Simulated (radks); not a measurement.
Te, configuration [Kr] 4d10 5s2 5p4 (the NIST ground configuration). All-electron calculation, scalar-relativistic Kohn-Sham, r2SCAN, spin-unpolarised, spherical densities, finite nucleus; meta-GGA in the generalised Kohn-Sham scheme; Fermi nuclear charge, rms radius 4.7423 fm; hard spherical wall at 7 bohr. Program: a radial shooting solver on a logarithmic mesh with Libxc functionals.

Unscreened Slater integrals over Kohn-Sham orbitals (cm^-1). Empty in this configuration: 6s.

integral    value
F0(5p,5p)   75903
F2(5p,5p)   40379
F0(5p,5s)   83221
G1(5p,5s)   53870
F0(5p,4d)   96298
F2(5p,4d)   24260
G1(5p,4d)  7526.3
G3(5p,4d)  6779.1
F0(5p,4p)   97674
F2(5p,4p)   20123
G0(5p,4p)  3643.5
G2(5p,4p)  4645.2
F0(5p,6s)   54755
G1(5p,6s)  8414.6
F0(5s,5s)   93840
F0(5s,4d)  116010
G2(5s,4d)   13912
F0(5s,4p)  118350
G1(5s,4p)  7483.2
F0(5s,6s)   57210
G0(5s,6s)  4665.4
F0(4d,4d)  204280
F2(4d,4d)  103190
F4(4d,4d)   68303
F0(4d,4p)  220080
F2(4d,4p)  111600
G1(4d,4p)  141880
G3(4d,4p)   87768
F0(4d,6s)   63023
G2(4d,6s)  3342.4
F0(4p,4p)  240090
F2(4p,4p)  126290
F0(4p,6s)   63736
G1(4p,6s)  2128.0
F0(6s,6s)   47198

Derived for the open shells (J is the average intra-shell exchange parameter used in DFT+U). 5p: J = F2/5 = 8076 cm^-1.
